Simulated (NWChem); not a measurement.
Species: C5H3NS; SMILES C#Cc1cscn1

All runs: NWChem. Geometry: optimised at PBE0/def2-SVP.

Problem. Predict the results for PBE/def2-TZVP. Quantities: highest occupied level (eV); orbital gap (eV); dipole (D).

Solution. 
```
Property                     Value
---------------------------  -----
highest occupied level (eV)  -5.98
orbital gap (eV)              3.84
dipole (D)                    1.75
```
